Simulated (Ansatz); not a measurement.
Isolated molecules relaxed with PBE0-D4/def2-TZVP in Ansatz; ΔE leaves out vibrations. CCSD(T)/CBS adds triple-zeta CCSD(T) − MP2 to the extrapolated MP2 energy (def2 sets, frozen cores). One conformer a species, not always the lowest.

Consider the redistribution: `N[SiH2]CBS` + `C[CH2][Al]([NH2])[F]` → `N[SiH2][Al]([NH2])[F]` + `CCCBS`.

```tsv
species	MP2/CBS(def2) energy (Eh)
`N[SiH2]CBS`	-809.19392
`C[CH2][Al]([NH2])[F]`	-476.89454
`N[SiH2][Al]([NH2])[F]`	-743.98190
`CCCBS`	-542.08061
```

Problem. Work out ΔE.

Solution. ΔE = (-743.98190) + (-542.08061) − (-809.19392) − (-476.89454) = 0.02595 Eh = +16.3 kcal/mol. CCSD(T)/CBS gives +14.0 kcal/mol.

Largest T1 diagnostic among the species: 0.012.

The D4 term adds +0.7 kcal/mol with B3LYP and +0.4 kcal/mol with PBE0; it sums over pairs of atoms, weighted by their polarisabilities, and B3LYP, whose exchange is more repulsive, gets the larger term.

B3LYP here is the variant with VWN-RPA as its local correlation; programs differ in this.
